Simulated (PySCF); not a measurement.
PySCF job for C₃H₃ClF₂, SMILES C/C(F)=C(\F)Cl, TDA-B3LYP/def2-SVPD. The structure is a stationary point at B3LYP-D3(BJ)/def2-SVP.

```python
import numpy as np
from pyscf import gto, scf, dft, tdscf

mol = gto.M(
    atom='''
    C    -0.37738973   -2.25861710    0.00000000
    C     0.24721809   -0.90929563   -0.00000000
    F     1.58844493   -0.90214376    0.00000000
    C    -0.40395444    0.26078578    0.00000000
    F    -1.73673618    0.30783969   -0.00000000
    Cl    0.36038771    1.80161741   -0.00000000
    H    -0.05772830   -2.82706875   -0.88936199
    H    -0.05772830   -2.82706874    0.88936198
    H    -1.47175673   -2.18186017    0.00000000
    ''',
    basis='def2-SVPD',
    charge=0,
    spin=0,
    symmetry=True,
    max_memory=1600,
    verbose=4,
)
mf = dft.RKS(mol, xc='b3lyp').density_fit(auxbasis='def2-universal-jkfit')
mf.grids.level = 3
mf.conv_tol = 1e-9
mf.max_cycle = 100
mf.kernel()
mf.grids = dft.Grids(mol).set(level=1).build(with_non0tab=True)  # coarser grid for the response kernel
td = tdscf.TDA(mf)
td.singlet = True
td.nstates = 10
td.conv_tol = 1e-4
td.positive_eig_threshold = 1e-6
td.kernel(x0=td.get_init_guess(mf, 15))
td.analyze()
tt = tdscf.TDA(mf)
tt.singlet = False
tt.nstates = 4
tt.conv_tol = 1e-4
tt.positive_eig_threshold = 1e-6
tt.kernel(x0=tt.get_init_guess(mf, 9))
tt.analyze(verbose=3)
```

It prints:

```
PySCF version 2.14.0

[INPUT] verbose = 4
[INPUT] num. atoms = 9
[INPUT] num. electrons = 56
[INPUT] charge = 0
[INPUT] spin (= nelec alpha-beta = 2S) = 0
[INPUT] symmetry True subgroup None
[INPUT] Mole.unit = angstrom
[INPUT] Symbol           X                Y                Z      unit          X                Y                Z       unit  Magmom
[INPUT]  1 C     -0.377389730000  -2.258617100000   0.000000000000 AA   -0.713163231924  -4.268167739259   0.000000000000 Bohr   0.0
[INPUT]  2 C      0.247218090000  -0.909295630000   0.000000000000 AA    0.467174483138  -1.718319706964   0.000000000000 Bohr   0.0
[INPUT]  3 F      1.588444930000  -0.902143760000   0.000000000000 AA    3.001725881654  -1.704804631385   0.000000000000 Bohr   0.0
[INPUT]  4 C     -0.403954440000   0.260785780000   0.000000000000 AA   -0.763363258402   0.492813701381   0.000000000000 Bohr   0.0
[INPUT]  5 F     -1.736736180000   0.307839690000   0.000000000000 AA   -3.281955730823   0.581732704371   0.000000000000 Bohr   0.0
[INPUT]  6 Cl     0.360387710000   1.801617410000   0.000000000000 AA    0.681034070559   3.404563486148   0.000000000000 Bohr   0.0
[INPUT]  7 H     -0.057728300000  -2.827068750000  -0.889361990000 AA   -0.109090676637  -5.342385672816  -1.680650586698 Bohr   0.0
[INPUT]  8 H     -0.057728300000  -2.827068740000   0.889361980000 AA   -0.109090676637  -5.342385653919   1.680650567801 Bohr   0.0
[INPUT]  9 H     -1.471756730000  -2.181860170000   0.000000000000 AA   -2.781217141685  -4.123118163397   0.000000000000 Bohr   0.0

nuclear repulsion = 291.470468167755
point group symmetry = Cs
symmetry origin: [ 3.37451020e-10 -6.74902293e-10 -3.37451095e-10]
symmetry axis x: [ 1.00000000e+00 -2.49703378e-09  1.05240364e-11]
symmetry axis y: [-2.49703378e-09 -1.00000000e+00 -3.13630832e-10]
symmetry axis z: [-1.05240372e-11 -3.13630833e-10  1.00000000e+00]
num. orbitals of irrep A' = 107
num. orbitals of irrep A" = 50
number of shells = 65
number of NR pGTOs = 231
number of NR cGTOs = 157
basis = def2-SVPD
ecp = {}


[settings echo left out]
init E= -776.332297376496
HOMO (A") = -0.244251799249704  LUMO (A') = -0.0242555558154662  gap/eV = 5.98640
cycle= 1 E= -775.566992902213  delta_E= 0.765  |g|= 0.593  |ddm|= 4.67
HOMO (A") = -0.272108834843334  LUMO (A") = -0.0441540865491032  gap/eV = 6.20296
cycle= 2 E= -775.460635282665  delta_E= 0.106  |g|= 0.975  |ddm|= 2.33
HOMO (A") = -0.25351883683168  LUMO (A") = -0.00447341775328169  gap/eV = 6.77687
cycle= 3 E= -775.630333375027  delta_E= -0.17  |g|= 0.0933  |ddm|= 1.51
HOMO (A") = -0.258475101464369  LUMO (A") = -0.00835354002832789  gap/eV = 6.80615
cycle= 4 E= -775.631768750389  delta_E= -0.00144  |g|= 0.0487  |ddm|= 0.195
HOMO (A") = -0.259240078792439  LUMO (A") = -0.00888047547710036  gap/eV = 6.81263
cycle= 5 E= -775.632272965862  delta_E= -0.000504  |g|= 0.0141  |ddm|= 0.0821
HOMO (A") = -0.258754316615244  LUMO (A") = -0.00823589399275493  gap/eV = 6.81695
cycle= 6 E= -775.632313289455  delta_E= -4.03e-05  |g|= 0.00412  |ddm|= 0.0216
HOMO (A") = -0.258632308200457  LUMO (A") = -0.00814169137352216  gap/eV = 6.81620
cycle= 7 E= -775.632317312117  delta_E= -4.02e-06  |g|= 0.000685  |ddm|= 0.00758
HOMO (A") = -0.25869673740196  LUMO (A") = -0.00819618523173071  gap/eV = 6.81647
cycle= 8 E= -775.632317398336  delta_E= -8.62e-08  |g|= 0.000256  |ddm|= 0.00183
HOMO (A") = -0.258698677716015  LUMO (A") = -0.00819711130928358  gap/eV = 6.81649
cycle= 9 E= -775.632317409853  delta_E= -1.15e-08  |g|= 6.4e-05  |ddm|= 0.000334
HOMO (A") = -0.258691112072406  LUMO (A") = -0.00818998768983903  gap/eV = 6.81648
cycle= 10 E= -775.63231741064  delta_E= -7.87e-10  |g|= 1.29e-05  |ddm|= 0.00014
HOMO (A") = -0.258694372898327  LUMO (A") = -0.00819360719133  gap/eV = 6.81647
Extra cycle  E= -775.63231741061  delta_E= 3.05e-11  |g|= 1.67e-05  |ddm|= 6.62e-05
converged SCF energy = -775.63231741061
tot grids = 39872
Overwritten attributes  positive_eig_threshold  of <class 'pyscf.tdscf.rks.TDA'>


******** <class 'pyscf.tdscf.rks.TDA'> for <class 'pyscf.df.df_jk.DFSymAdaptedRKS'> ********
nstates = 10 singlet
deg_eia_thresh = 1.000e-03
wfnsym = None
conv_tol = 0.0001
eigh lindep = 1e-12
eigh level_shift = 0
eigh max_cycle = 100


Excitation energies (eV)
[5.89246182 6.3727146  7.13625683 7.31571315 7.47567362 7.97273364
 8.12552433 8.12566016 8.26483377 8.31400655]

** Singlet excitation energies and oscillator strengths **
Excited State   1:   A"      5.89246 eV    210.41 nm  f=0.0005
      28 -> 30       -0.67332
      28 -> 31        0.17154
Excited State   2:   A"      6.37271 eV    194.55 nm  f=0.0010
      28 -> 30        0.18628
      28 -> 31        0.67254
Excited State   3:   A"      7.13626 eV    173.74 nm  f=0.0000
      28 -> 32        0.67068
      28 -> 33       -0.12271
      28 -> 36       -0.11764
Excited State   4:   A'      7.31571 eV    169.48 nm  f=0.6273
      26 -> 29       -0.14525
      28 -> 29        0.64918
      28 -> 38        0.11198
Excited State   5:   A"      7.47567 eV    165.85 nm  f=0.0002
      28 -> 32        0.11666
      28 -> 33        0.68775
Excited State   6:   A"      7.97273 eV    155.51 nm  f=0.0003
      27 -> 29        0.70511
Excited State   7:   A"      8.12552 eV    152.59 nm  f=0.0047
      28 -> 32        0.12871
      28 -> 35        0.57208
      28 -> 36        0.38068
Excited State   8:   A'      8.12566 eV    152.58 nm  f=0.0021
      27 -> 30        0.11005
      28 -> 34        0.69261
Excited State   9:   A'      8.26483 eV    150.01 nm  f=0.0404
      27 -> 30        0.66592
      27 -> 31       -0.15300
      28 -> 34       -0.10697
Excited State  10:   A"      8.31401 eV    149.13 nm  f=0.0261
      28 -> 35       -0.40141
      28 -> 36        0.56947

** Transition electric dipole moments (AU) **
state          X           Y           Z        Dip. S.      Osc.
  1        -0.0000     -0.0000     -0.0579      0.0033      0.0005
  2         0.0000      0.0000     -0.0781      0.0061      0.0010
  3         0.0000     -0.0000      0.0044      0.0000      0.0000
  4        -0.2585      1.8528      0.0000      3.4997      0.6273
  5         0.0000     -0.0000     -0.0303      0.0009      0.0002
  6        -0.0000      0.0000     -0.0394      0.0016      0.0003
  7        -0.0000     -0.0000      0.1531      0.0234      0.0047
  8        -0.0889      0.0501     -0.0000      0.0104      0.0021
  9         0.2061     -0.3964      0.0000      0.1996      0.0404
 10        -0.0000      0.0000     -0.3578      0.1281      0.0261

** Transition velocity dipole moments (imaginary part, AU) **
state          X           Y           Z        Dip. S.      Osc.
  1        -0.0000     -0.0000      0.0809      0.0066      0.0202
  2        -0.0000     -0.0000     -0.0463      0.0021      0.0061
  3         0.0000      0.0000     -0.0215      0.0005      0.0012
  4         0.0431      0.2433      0.0000      0.0611      0.1514
  5         0.0000      0.0000      0.0079      0.0001      0.0002
  6        -0.0000      0.0000      0.0010      0.0000      0.0000
  7        -0.0000      0.0000      0.0402      0.0016      0.0036
  8        -0.0088     -0.0256      0.0000      0.0007      0.0016
  9         0.1035     -0.1003     -0.0000      0.0208      0.0456
 10        -0.0000     -0.0000     -0.0578      0.0033      0.0073

** Transition magnetic dipole moments (imaginary part, AU) **
state          X           Y           Z
  1        -0.1332      0.2245      0.0000
  2        -0.0843      0.1812     -0.0000
  3         0.4362      0.7636     -0.0000
  4         0.0000     -0.0000      0.1280
  5         0.6566     -0.3021     -0.0000
  6        -0.1710     -0.3102      0.0000
  7         0.0729     -0.1291      0.0000
  8         0.0000      0.0000      0.0235
  9         0.0000      0.0000      0.0217
 10         0.0248     -0.2217     -0.0000


******** <class 'pyscf.tdscf.rks.TDA'> for <class 'pyscf.df.df_jk.DFSymAdaptedRKS'> ********
nstates = 4 triplet
deg_eia_thresh = 1.000e-03
wfnsym = None
conv_tol = 0.0001
eigh lindep = 1e-12
eigh level_shift = 0
eigh max_cycle = 100


Excitation energies (eV)
[4.15694965 5.38948857 6.2322297  6.71322123]

** Triplet excitation energies and oscillator strengths **
Excited State   1:   A'      4.15695 eV    298.26 nm  f=0.0000
Excited State   2:   A"      5.38949 eV    230.05 nm  f=0.0000
Excited State   3:   A"      6.23223 eV    198.94 nm  f=0.0000
Excited State   4:   A"      6.71322 eV    184.69 nm  f=0.0000
```

Self-consistency was reached.

Cost: roughly 60 core-seconds.
